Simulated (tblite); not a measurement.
Species: C5H14OSSi2.
Numbering: `[CH3:1][S:2][SiH2:3][SiH2:4][C:5]([CH3:6])([CH3:7])[CH:8]=[O:9]` (hydrogens: H10, H11, H12 on C1; H13, H14 on Si3; H15, H16 on Si4; H17, H18, H19 on C6; H20, H21, H22 on C7; H23 on C8)

Structure used (GFN2-xTB), in Å, numbered top down from 1:
```xyz
23
C5H14OSSi2 angstrom
C      3.935    0.971    0.833
S      2.423    0.788   -0.149
Si     1.486   -0.812    0.955
Si    -0.385   -1.552   -0.168
C     -1.569   -0.059   -0.489
C     -2.989   -0.474   -0.853
C     -0.980    0.816   -1.605
C     -1.552    0.758    0.751
O     -0.577    0.933    1.441
H      4.469    0.025    0.860
H      3.678    1.290    1.838
H      4.541    1.728    0.346
H      2.517   -1.868    0.920
H      1.424   -0.405    2.354
H     -0.217   -2.196   -1.477
H     -1.142   -2.493    0.672
H     -3.424   -1.091   -0.069
H     -2.986   -1.051   -1.775
H     -3.627    0.398   -1.000
H      0.021    1.158   -1.350
H     -0.926    0.248   -2.531
H     -1.608    1.690   -1.777
H     -2.515    1.226    1.035
```

Method: GFN2-xTB as coded in tblite; computed harmonic values from a numerical Hessian at the method's own geometry, unscaled. This tight-binding method is rough: wavenumbers can miss measured ones by several per cent, in bad cases by 10 to 20. Modes of hydrogen on silicon can be 10 to 20 % off. One conformer, not necessarily the lowest.

Harmonic wavenumbers (cm⁻¹): 26.8, 38.4, 62.2, 80.7, 91.9, 121.2, 148.5, 175.4, 192.9, 209.0, 224.1, 243.4, 274.9, 319.6, 349.5, 401.0, 445.0, 490.5, 524.1, 557.3, 571.3, 592.2, 608.3, 668.5, 711.4, 732.9, 789.3, 860.7, 876.2, 930.7, 949.9, 959.6, 971.9, 985.4, 1023.7, 1162.7, 1185.9, 1224.9, 1323.7, 1370.2, 1407.2, 1422.6, 1456.3, 1461.0, 1490.2, 1497.4, 1506.2, 1507.8, 1732.9, 2128.3, 2190.4, 2208.6, 2279.9, 2757.1, 2997.9, 3001.9, 3027.5, 3027.8, 3031.2, 3032.0, 3040.8, 3042.5, 3056.7.

A = 1788, B = 583.7, C = 553.9 MHz; mass 178.030 u (most abundant isotopes); point group C1, symmetry number 1.

Problem. Zero-point energy?

Solution. Half the sum of the wavenumbers: 37890 cm⁻¹ = 108.33 kcal/mol.

Problem. What is S at 350 K and 1 bar for an ideal gas of classical rigid rotors and harmonic oscillators?

Solution. Translation 42.26, rotation 31.18, vibration 58.56: S = 132.0 cal/(mol K).

Problem. And Cp and H(350 K) − H(0)?

Solution. Cp = 59.46 cal/(mol K), of which vibrations give 51.51 (their classical limit is 63 R = 125.2); H(350 K) − H(0) = 12.81 kcal/mol without the zero-point energy, 10.03 from vibrations.

Problem. Blend soft modes into free rotors: weight 1/[1 + (100 cm⁻¹/ν̃)⁴] for the oscillator and the rest for a rotor with moment μB/(μ + B), μ = h/(8π²ν), B = 10⁻⁴⁴ kg m². What vibrational entropy results?

Solution. 52.38 cal/(mol K) in place of 58.56, which changes −T·S at 350 K by +2.16 kcal/mol.

Problem. What must be added to the electronic energy to get the Gibbs energy at 350 K and 1 bar?

Solution. ZPE + [H(350 K) − H(0)] − T·S = 108.33 + 12.81 − 46.20 = 74.94 kcal/mol.

Hindered rotation and anharmonicity are outside this model. Other conformers, if any are populated, would add a mixing term that is left out. The structure is chiral; the term R ln 2 for an equal mix with its mirror image is left out.

The run took 5.1 s of wall time on Intel Xeon at 2.50 GHz, one thread, shared host with 64 logical CPUs at a one-minute load of 63. This covers the Hessian and the dipole derivatives.
